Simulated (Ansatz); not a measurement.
One change: `[SiH3][SnH2][CH2]Cl` becomes `Cl[CH2][SnH3]`.

Ansatz, PBE0-D4/def2-TZVP geometries, multiplicity 1. Each molecule was computed in one conformer, which needn't be the lowest.

Elements past krypton have def2 core potentials.

```json
{"property": "LUMO energy (B3LYP/def2-TZVPP) / eV", "`[SiH3][SnH2][CH2]Cl`": "-0.63"}
{"property": "HOMO energy (ωB97M-V/def2-TZVPP) / eV", "`[SiH3][SnH2][CH2]Cl`": "-9.77"}
{"property": "LUMO energy (PBE/def2-TZVPP) / eV", "`[SiH3][SnH2][CH2]Cl`": "-1.19"}
{"property": "LUMO energy (PBE0/def2-TZVPP) / eV", "`[SiH3][SnH2][CH2]Cl`": "-0.42"}
{"property": "HOMO energy (PBE/def2-TZVPP) / eV", "`[SiH3][SnH2][CH2]Cl`": "-6.42"}
{"property": "HOMO energy (B3LYP/def2-TZVPP) / eV", "`[SiH3][SnH2][CH2]Cl`": "-7.41"}
```

Task: Give the same properties after the change, and the shifts. (Best estimate.)

Result: The calculation gave: 
| property | `Cl[CH2][SnH3]` | shift |
| --- | --- | --- |
| LUMO energy (B3LYP/def2-TZVPP) / eV | -0.48 | 0.15 |
| HOMO energy (ωB97M-V/def2-TZVPP) / eV | -9.88 | -0.11 |
| LUMO energy (PBE/def2-TZVPP) / eV | -1.04 | 0.15 |
| LUMO energy (PBE0/def2-TZVPP) / eV | -0.22 | 0.20 |
| HOMO energy (PBE/def2-TZVPP) / eV | -6.46 | -0.04 |
| HOMO energy (B3LYP/def2-TZVPP) / eV | -7.48 | -0.07 |

With PBE0 the HOMO falls by 0.07 eV and the LUMO rises by 0.20 eV, so the gap widens by about 0.27 eV. PBE moves the HOMO by -0.04 eV and ωB97M-V by -0.11 eV.

B3LYP here is the variant with VWN-RPA as its local correlation; programs differ in this.
